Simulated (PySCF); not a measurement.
**Steps of a relaxation of [Gd(SH)2]+**

[Gd(SH)2]+ (singlet in the valence; each metal's 4f electrons, 7 of them, lie in its core potential, out of spins and levels; a saddle point, relaxed within its symmetry). PySCF 2.14.0, RKS BP86, Gd lcecp-1-SVP with ECP53, S def2-SVP, H def2-SVP; non-relativistic Hamiltonian with scalar-relativistic core potentials where named; density fitting; no spin-orbit coupling. Origin of the start: template. Columns: position (Å) and force (eV/Å). Energies are counted from the last step; some of the 21 steps are shown. Forces carry noise of the integration grid, about 0.01 to 0.03 eV/Å.

Run from Python with OMP_NUM_THREADS=2. Where DIIS fails, smearing, a level shift and second-order steps follow.
It took 110 s on 2 threads of Intel(R) Xeon(R) CPU @ 2.80GHz (Skylake/Cascade Lake) (shared host), from the converged density of the start.

```xyz
5
step 0  E = 0.444 eV
Gd    0.0000    0.0000    0.0000     0.00    0.00    0.00
S     0.0000    0.0000    2.7289     0.00   -0.65   -1.40
H     0.0000    1.3000    3.0589     0.00    0.64    0.14
S     0.0000    0.0000   -2.7289     0.00    0.65    1.40
H     0.0000   -1.3000   -3.0589     0.00   -0.64   -0.14
```

```xyz
5
step 7  E = 0.203 eV
Gd    0.0000    0.0000    0.0000     0.00    0.00    0.00
S     0.0000    0.1704    2.5383     0.00    0.60    0.24
H     0.0000    1.2867    3.3678     0.00   -0.58   -0.38
S     0.0000   -0.1704   -2.5383     0.00   -0.60   -0.24
H     0.0000   -1.2867   -3.3678     0.00    0.58    0.38
```

```xyz
5
step 13  E = 0.079 eV
Gd    0.0000    0.0000    0.0000     0.00    0.00    0.00
S     0.0000    0.3945    2.4373     0.00    0.16    0.02
H     0.0000    1.1819    3.5442     0.00   -0.09    0.07
S     0.0000   -0.3945   -2.4373     0.00   -0.16   -0.02
H     0.0000   -1.1819   -3.5442     0.00    0.09   -0.07
```

**Question.** Where does the relaxation end?

**Answer.** It converges at step 20 in D∞h:
```xyz
5
step 20  E = 0
Gd    0.0000    0.0000    0.0000
S     0.0000    0.6624    2.3578
H     0.0000    1.0316    3.6651
S     0.0000   -0.6624   -2.3578
H     0.0000   -1.0316   -3.6651
```

**Question.** How did the contacts change?

**Answer.** 
| contact | start (Å) | end (Å) |
| --- | --- | --- |
| Gd1–S2 (SH) | 2.729 | 2.449 |
| Gd1–S4 (SH) | 2.729 | 2.449 |


An lcecp potential fixes the number of 4f electrons, so in runs with it no electron can move into or out of that shell.
